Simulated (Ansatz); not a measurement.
System: CH₂S, net charge 0, singlet state. 
Structure (B3LYP-D3(BJ)/def2-TZVP (Ansatz, a program for electronic structure) minimum search):
```
C
H 1 1.0888
H 1 1.0888 2 115.51
S 1 1.6055 2 122.25 3 -180.00
```
Charge 0, spin multiplicity 1.

Basis-set convergence of Hartree-Fock and CCSD(T) correlation energies (hartree) with Ansatz. Correlated levels leave the core frozen unless marked. Spin-orbit coupling is left out. No relativistic terms.

The Hartree-Fock reference is unstable (checked in the largest basis), which strains HF and MP2. 

| basis | functions | E(HF) | E(corr, CCSD(T)) |
|---|---|---|---|
| cc-pV(D+d)Z | 47 | -436.53333 | -0.30609 |
| cc-pV(T+d)Z | 97 | -436.55883 | -0.37869 |
| cc-pV(Q+d)Z | 179 | -436.56510 | -0.40102 |

Extrapolating the two largest sets (X = 3 and 4) as X^-3: E(corr) = (64·(-0.40102) - 27·(-0.37869))/37 = -0.4173 Eh, an estimate of the basis-set limit. The largest set recovers 96.1 % of it, the smallest 73.3 %.
